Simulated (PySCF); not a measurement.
PBEsol on Ba⁻ (barium, charge -1), [Xe] 5d1 6s2, 2D determinant. All numbers are calculated (PySCF 2.14, the spin-free X2C one-electron Hamiltonian (Gaussian nucleus), in aug-cc-pwCVTZ-X2C (11s10p8d4f, 109 functions)).

```
cycle= 1 E= -8130.96729017083  delta_E= -0.00627  |g|= 0.0746  |ddm|= 0.998
cycle= 2 E= -8130.92437221567  delta_E= 0.0429  |g|= 0.156  |ddm|= 2.97
cycle= 3 E= -8130.97533039676  delta_E= -0.051  |g|= 0.018  |ddm|= 2.61
cycle= 4 E= -8130.97599195886  delta_E= -0.000662  |g|= 0.0176  |ddm|= 0.426
cycle= 5 E= -8130.97672498751  delta_E= -0.000733  |g|= 0.00447  |ddm|= 0.15
cycle= 6 E= -8130.97674835273  delta_E= -2.34e-05  |g|= 0.0033  |ddm|= 0.0504
cycle= 7 E= -8130.97677809087  delta_E= -2.97e-05  |g|= 0.000859  |ddm|= 0.0501
cycle= 8 E= -8130.97678034354  delta_E= -2.25e-06  |g|= 0.000145  |ddm|= 0.0105
cycle= 9 E= -8130.97678036639  delta_E= -2.28e-08  |g|= 0.000129  |ddm|= 0.00209
cycle= 10 E= -8130.9767804126  delta_E= -4.62e-08  |g|= 1.24e-05  |ddm|= 0.00149
cycle= 11 E= -8130.97678041323  delta_E= -6.28e-10  |g|= 1.27e-06  |ddm|= 0.00025
converged SCF energy = -8130.97678041323  <S^2> = 0.79957679  2S+1 = 2.0489771
```

Highest occupied orbital energy: 1.361 eV; ⟨L²⟩ = 6.18; populations by l: s 11.97, p 24.00, d 21.03, f 0.00.

Problem. Can this result be used?

Solution. With care. The run converged. Spin-orbit coupling, absent here, splits the open shell strongly. The configuration of this anion was assumed by filling the next shell in order. It is not the known or likely ground configuration (Ca⁻, Sr⁻ and Ba⁻, for instance, bind a p electron), so these values are not the electron affinity of the element. At PBEsol the highest occupied level has a positive energy, so only the finite basis holds that electron.
